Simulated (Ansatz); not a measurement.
Calculated with Ansatz (gas phase, PBE0-D4/def2-TZVP geometries, no zero-point term in ΔE). CBS: MP2 limit from def2 TZ/QZ plus the TZ coupled-cluster correction, frozen cores. This one scheme is used for every species. DFT in def2-TZVPP. HSE06 is defined as in plane-wave codes. For Ge outer-core shells are correlated without core-valence functions, which leaves a few kJ/mol of doubt a bond. Scalar relativity is left out up to krypton. One conformer a species, not always the lowest.

Consider the hydrogenolysis of a C–O bond: `C=C[O][GeH2][F]` + H₂ → `C=C` + `[OH][GeH2][F]`.

| level | ΔE (kcal/mol) |
| --- | --- |
| BHLYP-D4 | -18.6 |
| ωB97M-V | -18.0 |
| revPBE | -18.9 |
| HSE06 | -18.8 |
| LC-ωPBE | -19.3 |
| HF/def2-TZVPP | -23.3 |
| MP2/def2-TZVPP | -18.3 |
| HF/CBS(def2) | -23.3 |

What does CCSD(T)/CBS give? (An estimate is asked.)

The calculation gave: -19.0 kcal/mol. The listed levels differ from it by 0.4, 1.0, 0.1, 0.2, -0.3, -4.3, 0.7, -4.3 kcal/mol.

What do rigid-rotor, harmonic-oscillator terms from PBE0-D4/def2-TZVP frequencies (298.15 K, 1 bar) make of the CCSD(T)/CBS value? (An estimate is asked.)

Computed: ΔZPE = +4.8 kcal/mol, ΔH = -15.1 kcal/mol, ΔS = 37 J/(mol·K), ΔG = -17.7 kcal/mol.

Largest T1 diagnostic among the species: 0.013.

The D4 term adds +2.7 kcal/mol with B3LYP and +1.5 kcal/mol with PBE0; it sums over pairs of atoms, weighted by their polarisabilities, and B3LYP, whose exchange is more repulsive, gets the larger term. Leaving LDA and LC-ωPBE aside and taking each functional with its dispersion term where it has one, the values, not all of them listed here, spread over 4.4 kcal/mol, from B2PLYP to revPBE-D4. LDA lies +3.8 kcal/mol from PBE without D4.

CCSD(T)/CBS has its own doubt, a few kJ/mol and more with outer-core shells, so smaller differences from it don't rank the levels.

B3LYP here is the variant with VWN-RPA as its local correlation; programs differ in this.
